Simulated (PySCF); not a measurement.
## Gas-phase XPS of GeCl2(NHMe)2, computed

Species: GeCl2(NHMe)2, C2H8Cl2GeN2.
Bonds: Ge1–Cl2, Ge1–Cl3, Ge1–N4, Ge1–N10, N4–C5, N10–C11. Hydrogens: H6 on N4; H7, H8, H9 on C5; H12 on N10; H13, H14, H15 on C11.

Computed, not measured: delta-SCF UKS SCAN, pcX-2 on the ionised atom, pcseg-1 elsewhere, spin-free X2C (PySCF 2.14.0). These are vertical core ionisation energies against the vacuum level, from separate self-consistent calculations with and without the core hole.

Q: What binding energy does each computed site have?

A: 
| atom(s) | bonded to | level | binding energy (eV) | 2p1/2 (eV) | count |
| --- | --- | --- | --- | --- | --- |
| Cl2/Cl3 | Ge | Cl 1s | 2827.96 | – | 2 |
| N4/N10 | C, H and Ge | N 1s | 404.86 | – | 2 |
| C5/C11 | N and 3 H | C 1s | 291.80 | – | 2 |
| Cl2/Cl3 | Ge | Cl 2p3/2 | 205.38 | 207.03 | 2 |

Q: Give the binding energy of N 1s of N4/N10 in hartree and in kJ/mol.

A: 404.86 eV = 14.8783 Eh = 39063 kJ/mol.

Q: Which effective nuclear charge Zeff reproduces each element's mean 1s value in the hydrogen-like formula E = 13.606 eV × Zeff²?

A: C (Z = 6): mean 291.8 eV, Zeff = 4.63, Z − Zeff = 1.37; N (Z = 7): mean 404.9 eV, Zeff = 5.45, Z − Zeff = 1.55; Cl (Z = 17): mean 2828.0 eV, Zeff = 14.42, Z − Zeff = 2.58. Means run over the listed sites, weighted by atom count.

Topologically equivalent atoms share the value of their first member; where this conformer doesn't relate them by symmetry, their own values could differ. For 2p shells one spin-free hole was relaxed; a mean-field spin–orbit operator and the ground-state splitting of the three 2p orbitals were then diagonalised within the shell. The shell's mean is (2 × 2p3/2 + 2p1/2)/3, and the degeneracies 2j + 1 give areas of 2:1. 2p1/2 minus 2p3/2 (ligand field included): Cl 1.65 eV. No level of germanium is listed. The structure is a single PBE0-D3(BJ)/def2-SVP conformer in the gas phase; no vibrational or solvent corrections.

Time: 42 s; peak memory 0.70 GiB. Hardware: one thread, Arm Neoverse V2 (aarch64), no GPU, shared host with 96 logical CPUs at a one-minute load of 30.
